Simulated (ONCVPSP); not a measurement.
**lanthanum (La), ONCV: configuration errors across variants**

| Property | Result |
| --- | --- |
| Element | La (Z = 57) |
| Generator | ONCVPSP 4.0.1 |
| Type | optimised norm-conserving Vanderbilt (ONCV) |
| Functional | PBEsol |
| Relativity | scalar-relativistic |
| Frozen core | [Kr] 4d10 |
| Valence charge | 11 |
| Reference configuration | 5s2 5p6 5d1.5 6s1.5 |
| Partial waves | 5s+6s: rc 2.70 bohr, ncon 5, nbas 8, qcut 5 1/bohr, 2 projectors; 5p: rc 2.85 bohr, ncon 5, nbas 8, qcut 4.4 1/bohr, 1 projector; 5d: rc 2.90 bohr, ncon 4, nbas 8, qcut 3 1/bohr, 1 projector; f scattering state at 0.12 Ha: rc 2.95 bohr, ncon 4, nbas 7, qcut 4.3 1/bohr, 2 projectors, debl 2.1 Ha |
| Local potential | polynomial inside 2.35 bohr (lpopt 5, dvloc0 4 Ha) |
| Core correction | none |

In the f channel the program set the typed energies aside and used -0.130, 1.970 Ha.

All-electron excitation energies from the reference (eV): (1) 5s2 5p6 5d1 6s2 -0.355; (2) 5s2 5p6 5d1 6s1 5.645; (3) 5s2 5p6 5d1 6s0 16.493; (4) 4f1 5s2 5p6 5d0 6s1 5.872.

A true bound ghost makes a file unfit for plane-wave use even where its test errors are small: the radial tests pick states by their node count and pass the ghost by.

Errors AE − PS in meV (a dash: test not solved or not reliable):

| change | (1) | (2) | (3) | (4) | bound ghosts | GHOST(+) flags above zero |
| --- | --- | --- | --- | --- | --- | --- |
| base | +0.8 | +0.1 | -2.7 | +1404 | none | none |
| local potential polynomial inside 2.35 bohr (lpopt 5, dvloc0 -2.5 Ha) | +1.1 | +1.2 | +1.3 | +1426 | none | s |
| s: qcut 3.2 | +0.2 | +0.7 | -3.1 | +1407 | none | s |
| f: rc 2.7, qcut 4.7, nproj 0; local potential the f channel | -1.8 | -8.4 | -33 | +1244 | s | p, d |
| f: ncon 3, nbas 6 | +0.8 | +0.1 | -2.7 | +1467 | none | none |
| p: qcut 3.7 | +0.8 | +0.1 | -2.7 | +1404 | none | none |
| d: rc 3.84 | +6.0 | +3.8 | -5.2 | +1366 | none | none |

(1) Give the same row for: all radii scaled by about 1.18 (s 3.18, p 3.36, d 3.42, f 3.48 bohr); local potential polynomial inside 2.76 bohr (lpopt 5, dvloc0 4 Ha).

Results:

(1) +2.6, +0.4, -8.9, +1527; bound ghosts: none; GHOST(+) flags above zero: none.
